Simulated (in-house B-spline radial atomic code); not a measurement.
# RPA and G0W0 on Hartree-Fock: Mo³⁸⁺

Configuration [He] 2s2, mean-field start Hartree-Fock. Computed with an all-electron radial atomic-structure program (B-spline basis): all electrons, non-relativistic, point nucleus, each spin shell either full or empty, empty states to l = 9 with an (l + 1/2)⁻⁴ tail; G0W0 by contour deformation at full frequency.

Without relativity these are model numbers: it shifts the levels of so heavy an element strongly and can reorder them.

Command:
```bash
python run_gw.py task.json out
```
Settings (radii: box in bohr, nucleus in fm):
```
Z                        42
electrons                4
configuration            [He] 2s2
hamiltonian              nr
method                   hf
lmax                     9
spin_polarised           False
box_radius               2.56
intervals                45
ion_configuration        [He] 2s1
```

Time taken, with all properties: 1.5 s on 1 thread of Arm Neoverse N1, on a shared host.

Energies (hartree):

```
                                     term        value
                         mean-field total  -2139.82673
Hartree-Fock functional on these orbitals  -2139.82673
                      direct second order     -0.64902
                    second-order exchange      0.32051
                         SOSEX correction      0.26588
```

Task: What is the RPA correlation energy, and what remains with SOSEX?

Result: RPA gives -0.53909 hartree (-3.67 eV per electron); RPA + SOSEX gives -0.27322, and the second-order doubles (MP2) -0.32851 hartree. SOSEX takes back 49 % of the RPA value.

Quasi-particle levels (eV):

| level | occupied | mean field | Σx - vxc | Σc | QP weight | G0W0 |
| --- | --- | --- | --- | --- | --- | --- |
| 2s | yes | -5386.20 | 0.00 | ? | ? | ? |
| 1s | yes | -22851.95 | 0.00 | 4.93 | 0.993 | -22847.01 |
| 2p | no | -5151.62 | 0.00 | 0.50 | 0.993 | -5151.12 |

G0W0 = mean field + (Σx - vxc) + Σc, with Σc (partial-wave tail included) taken at the quasi-particle energy.

Task: Where does G0W0 put 2s?

Result: At -5396.32 eV, with Σc = -10.12 eV and a quasi-particle weight of 0.982. The tabulated removal energy is 5548 ± 5 eV (NIST, semi-empirical); the calculation leaves out relativity, Breit and QED terms, and what these don't explain is the method's own error.

Task: What does it cost to remove one electron (to [He] 2s1) by differences of total energies, each species on its own start (correlation terms add to the Hartree-Fock functional)?

Result: Hartree-Fock functional 5385.92 eV, + RPA 5394.46 eV, + RPA + SOSEX 5391.94 eV, + second order 5393.43 eV. Tabulated: 5548 ± 5 eV (NIST, semi-empirical); the calculation leaves out relativity, Breit and QED terms, and what these don't explain is the method's own error.
